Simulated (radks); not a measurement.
The thallium ion Tl2+ inside a hard spherical wall (all orbitals vanish at R), configuration held at [Xe] 4f14 5d10 6s1 and not refilled when levels cross. Calculated with a radial shooting solver on a logarithmic mesh with Libxc functionals: scalar-relativistic Kohn-Sham, PBE, spin-polarised, spherical densities, finite nucleus; open shells are filled with parallel spins first (spin-orbit coupling, left out, can overturn this in heavy ions); Fermi nuclear charge, rms radius 5.4759 fm. Eigenvalues in eV for spin up, with the zero of energy where the potential of the charges vanishes at infinity; a dash marks a level that is unbound or too diffuse for the functional's potential to be trusted. A positive occupied level is held by the wall or, in an anion where self-interaction has pushed it up, behind a barrier. The pressure on the wall is -dE/dV.

| R (bohr) | E (hartree) | kinetic (hartree) | e(4f) | e(5p) | e(5d) | e(6s) | e(6p, empty) | e(7s, empty) | pressure (GPa) |
|---|---|---|---|---|---|---|---|---|---|
| free | -20239.7484 | 22781.886 | -131.93 | -94.037 | -33.320 | -25.791 | -16.410 | - | 0 |
| 20 | -20239.7484 | 22781.886 | -131.93 | -94.037 | -33.320 | -25.791 | -16.410 | - | < 0.0001 |
| 15 | -20239.7484 | 22781.886 | -131.93 | -94.037 | -33.320 | -25.791 | -16.410 | - | < 0.0001 |
| 12 | -20239.7484 | 22781.886 | -131.93 | -94.037 | -33.320 | -25.791 | -16.410 | - | < 0.0001 |
| 7 | -20239.7483 | 22781.888 | -131.92 | -94.032 | -33.315 | -25.785 | -16.357 | -7.262 | 0.0120 |
| 6 | -20239.7473 | 22781.901 | -131.89 | -93.999 | -33.286 | -25.742 | -16.153 | -4.808 | 0.153 |
| 5 | -20239.7389 | 22781.985 | -131.68 | -93.804 | -33.108 | -25.453 | -15.276 | 1.437 | 1.91 |
| 4 | -20239.6677 | 22782.525 | -130.54 | -92.765 | -32.150 | -23.712 | -11.676 | 18.311 | 25.3 |
| 3.5 | -20239.5093 | 22783.536 | -128.67 | -91.143 | -30.603 | -20.728 | -6.600 | 36.887 | 100 |
| 2.5 | -20237.3309 | 22794.667 | -114.11 | -79.363 | -17.853 | 6.238 | 31.651 | 142.11 | 2240 |
